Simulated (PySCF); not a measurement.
C₄H₈OSi. Atoms are numbered in the order given.

```xyz
14

C      2.5609     0.2852     0.0000
Si     0.8433    -0.4576     0.0000
C     -0.4652     0.2535     1.1999
C     -1.4156     0.1785     0.0000
O     -2.5842    -0.1227     0.0000
C     -0.4652     0.2535    -1.1999
H      2.5142     1.3857     0.0000
H      3.1282    -0.0327    -0.8896
H      3.1282    -0.0327     0.8896
H      0.8768    -1.9487     0.0000
H     -0.8395    -0.2112     2.1225
H     -0.1951     1.3071     1.4020
H     -0.1951     1.3071    -1.4020
H     -0.8395    -0.2112    -2.1225
```

Geometry: r2SCAN-D4/def2-SVP. The structure was generated by enumeration, and PubChem lists no compound with its InChIKey, so it may never have been made.

Calculation: PySCF 2.14.0 with r2SCAN-D4/def2-SVP.

Frequencies are harmonic and unscaled.

Computed vibrational spectrum:
| mode | ν (cm⁻¹) | IR (km/mol) | moving atoms (share of kinetic energy) |
|---|---|---|---|
| 1 | 86 | 3.2 | O 38 %, C 37 %, H 18 % |
| 2 | 155 | 0.1 | H 85 % |
| 3 | 171 | 1.1 | H 45 %, C 35 %, Si 13 % |
| 4 | 210 | 1.2 | C 35 %, Si 28 %, H 28 %, O 10 % |
| 5 | 381 | 3.3 | H 51 %, C 25 %, O 13 %, Si 11 % |
| 6 | 463 | 2.6 | H 47 %, O 26 %, C 25 % |
| 7 | 522 | 1.2 | H 57 %, C 28 %, O 11 % |
| 8 | 535 | 7.6 | C 55 %, H 20 %, Si 19 % |
| 9 | 613 | 7.0 | C 55 %, H 23 %, Si 21 % |
| 10 | 616 | 1.0 | H 89 %, C 10 % |
| 11 | 705 | 1.1 | C 47 %, H 32 %, O 18 % |
| 12 | 716 | 5.8 | H 77 %, C 22 % |
| 13 | 732 | 28.8 | C 38 %, Si 34 %, H 28 % |
| 14 | 780 | 25.9 | H 70 %, C 21 %, Si 9 % |
| 15 | 842 | 74.4 | C 50 %, H 38 %, Si 11 % |
| 16 | 867 | 32.4 | H 48 %, C 48 % |
| 17 | 900 | 4.4 | H 98 % |
| 18 | 911 | 112.6 | H 63 %, C 24 %, Si 13 % |
| 19 | 1025 | 39.4 | H 62 %, C 38 % |
| 20 | 1075 | 64.5 | H 55 %, C 43 % |
| 21 | 1110 | 4.4 | H 66 %, C 27 % |
| 22 | 1134 | 116.9 | C 76 %, H 19 % |
| 23 | 1257 | 19.9 | H 79 %, C 21 % |
| 24 | 1360 | 30.5 | H 89 %, C 11 % |
| 25 | 1381 | 12.0 | H 90 %, C 9 % |
| 26 | 1425 | 3.2 | H 96 % |
| 27 | 1429 | 6.9 | H 96 % |
| 28 | 1838 | 303.5 | C 63 %, O 36 % |
| 29 | 2232 | 113.5 | H 97 % |
| 30 | 3036 | 2.3 | H 97 % |
| 31 | 3041 | 0.0 | H 94 % |
| 32 | 3047 | 1.4 | H 94 % |
| 33 | 3142 | 1.1 | H 91 %, C 9 % |
| 34 | 3145 | 2.3 | H 91 %, C 9 % |
| 35 | 3158 | 0.8 | H 91 %, C 9 % |
| 36 | 3160 | 1.8 | H 91 %, C 9 % |
